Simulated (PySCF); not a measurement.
F2H2HfO2, SMILES [OH][Hf]([OH])([F])[F], multiplicity 1.

Geometry optimised at B3LYP-D3(BJ)/def2-SVP. The multiplicity is an assumed one; no other spin state was optimised. The structure was generated by enumeration; whether it is a known compound was not checked. The def2 effective core potentials stand for the cores of Hf; spin–orbit coupling is left out. One conformer was computed; it need not be the lowest.

Two levels are set side by side: PBE/def2-TZVP (PySCF) and r2SCAN/def2-TZVP (PySCF). Same geometry, gas phase. Differences are taken from unrounded values.

| quantity | r2SCAN |
|---|---|
| orbital gap (eV) | 7.70 |
| highest occupied level (eV) | -8.18 |
| lowest empty level (eV) | -0.48 |
| dipole moment (D) | 3.28 |
| mean polarisability (bohr³) | 40.6 |

What does PBE give, and how far is it from r2SCAN? (Estimate from the structure and the level; the computed values follow.)


```json
[
 {"quantity": "orbital gap (eV)", "PBE": "6.70", "PBE minus r2SCAN": "-1.00"},
 {"quantity": "highest occupied level (eV)", "PBE": "-7.77", "PBE minus r2SCAN": "0.40"},
 {"quantity": "lowest empty level (eV)", "PBE": "-1.08", "PBE minus r2SCAN": "-0.60"},
 {"quantity": "dipole moment (D)", "PBE": "3.23", "PBE minus r2SCAN": "-0.05"},
 {"quantity": "mean polarisability (bohr³)", "PBE": "42.6", "PBE minus r2SCAN": "2.0"}
]
```

Rough cost on one machine, each run with all the roots and properties that it gave: r2SCAN against PBE about 4 times.
